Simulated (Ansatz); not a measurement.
Pair of molecules: HI (SMILES I) (first 2 atoms) with C3H8 (SMILES CCC); geometry from B3LYP-D3(BJ)/def2-TZVP.
(charge 0, multiplicity 1):
```xyz
13

I     -0.07539    -0.14269    -0.62459
H      0.20738    -0.56264     0.90848
C      0.62936    -1.17217     3.62232
C      0.00130    -0.02515     4.40952
C     -0.62612     1.03767     3.51151
H      1.07198    -1.92097     4.28164
H     -0.11748    -1.67985     3.00534
H      1.42179    -0.80764     2.96252
H      0.76243     0.43733     5.04456
H     -0.75877    -0.42478     5.08708
H     -1.06797     1.84603     4.09671
H      0.11788     1.48009     2.84443
H     -1.41516     0.61120     2.88717
```

Basis-set superposition error: the interaction energy with monomers in their own basis, and in the dimer's basis (counterpoise).

The values were computed with Ansatz (Gaussian orbitals). Values without a source in brackets are computed. In def2 rows elements past Kr take small-core potentials, without spin–orbit coupling.

```json
[
 {"level": "HF/def2-SVPD", "uncorrected (kJ/mol)": "3.9", "counterpoise (kJ/mol)": "4.8", "difference": "0.9"},
 {"level": "SVWN5/def2-TZVPPD", "uncorrected (kJ/mol)": "-10.9", "counterpoise (kJ/mol)": "-10.7", "difference": "0.3"},
 {"level": "PBE/def2-TZVPPD", "uncorrected (kJ/mol)": "-1.8", "counterpoise (kJ/mol)": "-1.6", "difference": "0.2"},
 {"level": "revPBE/def2-TZVPPD", "uncorrected (kJ/mol)": "4.0", "counterpoise (kJ/mol)": "4.2", "difference": "0.2"},
 {"level": "B3LYP/def2-TZVPPD", "uncorrected (kJ/mol)": "2.2", "counterpoise (kJ/mol)": "2.4", "difference": "0.2"},
 {"level": "CAM-B3LYP/def2-TZVPPD", "uncorrected (kJ/mol)": "-0.3", "counterpoise (kJ/mol)": "-0.1", "difference": "0.2"},
 {"level": "wB97X-V/def2-TZVPPD", "uncorrected (kJ/mol)": "-5.6", "counterpoise (kJ/mol)": "-5.4", "difference": "0.2"},
 {"level": "wB97M-V/def2-TZVPPD", "uncorrected (kJ/mol)": "-5.5", "counterpoise (kJ/mol)": "-5.2", "difference": "0.2"},
 {"level": "B2PLYP/def2-TZVPPD", "uncorrected (kJ/mol)": "-1.7", "counterpoise (kJ/mol)": "-0.8", "difference": "0.9"},
 {"level": "MP2/def2-SVPD", "uncorrected (kJ/mol)": "-10.2", "counterpoise (kJ/mol)": "-4.4", "difference": "5.8"}
]
```

The error is largest for MP2/def2-SVPD (5.8 kJ/mol) and smallest for revPBE/def2-TZVPPD (0.2 kJ/mol).

Ansatz is a first-principles code.
